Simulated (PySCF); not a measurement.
# How methods differ on the ionisation energy of V

V [Ar] 3d3 4s2 (4F) → V⁺ [Ar] 3d4 (5D), as a difference of total energies. Calculation: PySCF 2.14, in pcseg-2; the non-relativistic Hamiltonian (point nucleus). Correlated levels: valence: [Ar] frozen. The calculations carry no spin-orbit coupling.

```tsv
method	ionisation energy (eV)
UHF	5.991
M06-2X	6.799
PBE0	6.091
MP2 (valence)	6.305
SCS-MP2 (valence)	6.798
```

Q: How much does correlation contribute at MP2 (valence)?

A: 6.305 − (5.991) = 0.314 eV, measured against UHF.

These non-relativistic numbers lack the scalar-relativistic shift.

Errors of the correlated levels include the incompleteness of this basis and the frozen core.

For comparison: 6.732 eV (measured; NIST levels, between the centres of gravity of the two terms).
